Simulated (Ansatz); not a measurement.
The In1–H2 bond of H2IIn (SMILES [InH2][I]) is stretched (multiplicity 1, the rest rigid).
Geometry at rest (charge 0, multiplicity 1):
```xyz
4

In    -0.726    -1.136     0.200
H     -0.070    -2.174     1.394
H     -2.119    -1.247    -0.793
I      0.713     1.114    -0.196
```

Correlated levels freeze the cores. Filled d and f shells under p-block atoms count as core.

Codes used: Ansatz (Gaussian orbitals).  In def2 rows elements past Kr take small-core potentials, without spin–orbit coupling.

FIC-MRCISD+Q on CASSCF(2,2)/def2-TZVPP, total energies (hartree):

| R (Å) | CASSCF | MRCISD | weight c² of the reference |
|---|---|---|---|
| 1.714 | -487.091212 | -487.297626 | 0.90137 |
| 2.999 | -487.012469 | -487.210949 | 0.90026 |
| 5.485 | -486.988514 | -487.184408 | 0.90059 |

Add the Davidson correction (E_MRCISD − E_CASSCF)(1 − c²)/c² and give the energies above the first point at the three levels.


Corrections (hartree): -0.022587, -0.021989, -0.021622. Above the first point (kcal/mol):
- R = 2.999 Å: CASSCF 49.4, MRCISD 54.4, with the correction 54.8
- R = 5.485 Å: CASSCF 64.4, MRCISD 71.0, with the correction 71.7

Ansatz is an electronic-structure program.
